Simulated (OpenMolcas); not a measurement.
# Cr2+: moving or changing the point charges

Cr2+ among 2 point charges of -1 e arranged as a linear pair (D∞h), 2.11 Å from the ion.

```json
{
  "Program": "OpenMolcas 26.06",
  "Method": "CASSCF",
  "Basis": "ANO-RCC-VDZP [5s4p2d1f]",
  "Scalar Hamiltonian": "DKH2, point nucleus",
  "Active space": "4 electrons in 5 orbitals (3d)",
  "State averaging": "2S+1 = 5 even, 5 roots; 2S+1 = 3 even, 45 roots; 2S+1 = 1 even, 50 roots",
  "Spin-orbit coupling": "state interaction with AMFI integrals over the reference wave functions"
}
```

Runs around this geometry, states (labels by Λ). Energies in cm-1 above the lowest state or level, χT in cm3 K/mol.

```tsv
R (Å)	q (e)	Ground state	First state of that spin	First gap with spin-orbit (degeneracies)	χT at 300 K	First state of another spin
2.11	-0.8	5Σ	5Π 2192	7.0 (1, 2)	2.791	3Γ 20442
2.01	-1	5Σ	5Π 2936	5.4 (1, 2)	2.846	3Γ 20509
2.11	-1	5Σ	5Π 2548	6.1 (1, 2)	2.821	3Γ 20490
2.35	-1	5Σ	5Π 1843	8.1 (1, 2)	2.751	3Γ 20408
```

Taking the first state of the same spin as R^-n, n = -ln(1843 / 2936) / ln(2.35 / 2.01) = 3.0 between the shortest and longest distance.

Scaling the charges by -0.8 / -1 = 0.80 scales the first state of the same spin by 2192 / 2548 = 0.86; with fixed orbitals a first-order splitting would follow the charge.

Without dynamic correlation the repulsion within the d shell is too large (B by tens of per cent), so at a given field states of lower spin stand too high. This is an electrostatic model: the charges have no orbitals. No measured value stands beside these numbers.
